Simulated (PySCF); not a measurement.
**How the method changes the constants of GeO**

State: ¹Σ⁺ (singlet), closed shell. Set-up: PySCF, no relativity, basis sets Ge def2-TZVPPD, O def2-TZVPPD. De refers to Ge + O in their high-spin ground configurations, without counterpoise correction. A positive dipole means Ge(−)O(+).

| Level | Re (Å) | ωe (cm⁻¹) | De (eV) | μ (D) |
| --- | --- | --- | --- | --- |
| RHF | 1.594 | 1134 | 3.20 | -4.03 |
| RHF-MP2 | 1.646 | 950 | 7.41 | n/a |
| RHF-SCS-MP2 | 1.642 | 965 | 7.15 | n/a |
| RHF-CCSD | 1.623 | 1032 | 6.36 | n/a |
| RHF-CCSD(T) | 1.638 | 977 | 6.78 | n/a |
| PBE | 1.648 | 955 | 7.35 | -3.21 |
| PW91 | 1.646 | 957 | 7.39 | -3.23 |
| BLYP | 1.656 | 936 | 7.28 | -3.33 |
| r²SCAN | 1.629 | 1005 | 6.92 | -3.21 |
| M06-L | 1.635 | 992 | 6.99 | -3.28 |
| TPSSh | 1.633 | 998 | 6.71 | -3.29 |
| B3LYP | 1.633 | 999 | 6.82 | -3.51 |
| PBE0 | 1.623 | 1026 | 6.62 | -3.44 |
| ωB97M-V | 1.621 | 1042 | 6.82 | -3.60 |

The bond length runs from 1.594 Å (RHF) to 1.656 Å (BLYP). De spans 3.20 eV (RHF, mean field) to 7.41 eV (RHF-MP2, perturbation theory). Correlation at CCSD(T) changes the Hartree–Fock bond energy by +3.58 eV; the triples alone change it by +0.42 eV.

Correlated steps freeze 10 core orbitals. Where the molecule has an RHF reference, its open-shell atoms are computed with UHF. The CCSD T1 diagnostic is raised, a sign that a single reference may not be enough here.

The whole job (state search and all levels along the bond) took about 7.9 min on 2 threads of Intel Xeon Platinum 8259CL @ 2.50GHz (shared host), peak memory 2.6 GiB.
